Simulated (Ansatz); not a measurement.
```xyz
22

C     0.455    1.811    0.315
C    -0.168    0.427    0.481
C     0.363   -0.215    1.762
C    -1.680    0.601    0.580
N     0.178   -0.420   -0.687
Si    1.686   -0.218   -1.501
Ge   -0.890   -1.884   -1.067
H     0.195    2.441    1.168
H     1.547    1.762    0.272
H     0.095    2.295   -0.595
H    -0.075   -1.205    1.910
H     1.448   -0.327    1.713
H     0.121    0.396    2.636
H    -2.083    1.029   -0.340
H    -1.927    1.268    1.409
H    -2.188   -0.349    0.771
H     1.832   -1.348   -2.453
H     2.853   -0.231   -0.569
H     1.777    1.051   -2.276
H    -2.222   -1.444   -1.704
H    -0.115   -2.770   -2.048
H    -1.204   -2.670    0.223
```

Total charge 0; spin multiplicity 1.

(1) List the r2SCAN/def2-TZVPP orbital energies in eV (Ansatz 0.2.0). (Best estimate.)

## Answers

(1) Computed: Occupied: -10834.24, -1790.87, -1349.32, -1199.37, -1199.37, -1199.36, -384.88, -274.49, -272.89, -272.89, -272.73, -167.53, -141.28, -117.24, -117.22, -117.20, -96.16, -96.14, -96.13, -30.57, -30.52, -30.50, -30.44, -30.44, -23.14, -19.88, -18.14, -17.99, -14.86, -14.15, -12.68, -11.89, -11.50, -11.40, -10.22, -10.19, -9.35, -9.31, -9.18, -8.83, -8.63, -8.56, -8.42, -8.18, -7.68, -5.69. Lowest empty: -0.15, 0.47, 0.84, 0.90, 1.39, 1.61, 1.81, 1.89.
